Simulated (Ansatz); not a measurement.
A run for Ansatz (a program for electronic structure): R-wB97X-V/def2-TZVPP on dimethyl telluride (SMILES C[Te]C). Elements past Kr take the def2 small-core potentials; no spin–orbit coupling.

Ansatz 0.2 input:
```yaml
crystal:
  periodic: [false, false, false]
  atoms:
    - {symbol: C, position_ang: [-1.57365903, -0.13263129, 0.08947675]}
    - {symbol: Te, position_ang: [0.13950028, -1.44428092, 0.18444996]}
    - {symbol: C, position_ang: [1.57149556, 0.15508816, -0.05174484]}
    - {symbol: H, position_ang: [-2.46153483, -0.75284018, 0.19054579]}
    - {symbol: H, position_ang: [-1.53001237, 0.58267648, 0.90637465]}
    - {symbol: H, position_ang: [-1.58859824, 0.37687152, -0.87030675]}
    - {symbol: H, position_ang: [2.56246660, -0.29306118, -0.03339138]}
    - {symbol: H, position_ang: [1.40962499, 0.65009311, -1.00555748]}
    - {symbol: H, position_ang: [1.47071705, 0.85808429, 0.77077874]}
basis:
  gaussian:
    orbitals: def2-TZVPP
hamiltonian:
  xc: {name: wB97X-V}
scf: {lower_state_search: off}
```

Output:

```
WARN ansatz: RAYON_NUM_THREADS=1 ignored (pool sized by the plan → 1); use --threads N
Functional definition: wB97X-V
these checks for a lower state are left out or cut short: stability, starts, cluster_reference, orbital_swaps, neighbouring_geometries, increment
integrals: 0.13 GiB planned
1125 factors; their error is unknown
integrals: 0.16 GiB planned
284 factors; integrals over basis functions are off by at most 2.0e-5 eV
mean field: 1.16 GiB planned
mean field evaluation 1: about -9461.5535 eV, gradient 3.9e1 eV
mean field evaluation 2: about -9462.6464 eV, gradient 3.2e1 eV
mean field evaluation 4: about -9464.9354 eV, gradient 1.1e0 eV
mean field evaluation 8: about -9464.9885 eV, gradient 5.3e-1 eV
mean field evaluation 16: about -9464.9888 eV, gradient 9.5e-6 eV
mean field -9464.98878952 eV, -347.8319224149 hartree, gradient 9.5e-6 eV, S^2 0.000000; 0 other end points of the search recorded, 0 dependent functions left out
reference -9464.98878764 eV, -347.8319223460 hartree; 21, 21 occupied and 175, 175 virtual orbitals, 1125 factors
Total energy: -9464.98878764 eV, -347.8319223460 hartree
Checks for a lower state left out: stability, starts, cluster_reference, orbital_swaps, neighbouring_geometries, increment
```

The run converged.

Cost: very roughly 9 core-seconds.
